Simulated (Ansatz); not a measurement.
A structure drawn as `[OH][Ge]([OH])([Cl])[Cl]`, with this starting geometry:

```xyz
7

O     0.0635   -1.5576   -0.0397
Ge    0.1631    0.2032   -0.0881
O    -0.1509    0.7981    1.5408
Cl    2.0793    0.8810   -0.6739
Cl   -1.3010    1.0232   -1.4647
H     0.2580   -1.8365   -1.0519
H    -1.1120    0.4886    1.7775
```

The species carries charge 0 and has multiplicity 1.

Relax it with Ansatz at PBE-D4/def2-SVP and then PBE0-D4/def2-TZVP. Is the drawn bonding still there?

Yes, every drawn bond is still there and no new one forms.

Give the relaxed structure. (An estimate is asked.)

Ansatz gave: 
Z-matrix (Å, degrees):
```
Ge
O 1 1.743
Cl 1 2.116 2 107.1
O 1 1.752 2 107.4 3 121.5
Cl 1 2.133 2 112.4 3 -118.8
H 2 0.962 1 111.8 3 -157.2
H 4 0.961 1 113.3 2 160.8
```
All modes are real.

Atoms count as bonded under 1.1 times the sum of their covalent radii (H–H under 0.85 Å, pairs among N, O and F under 1.55 Å), and a drawn bond as lost past 1.3 times.
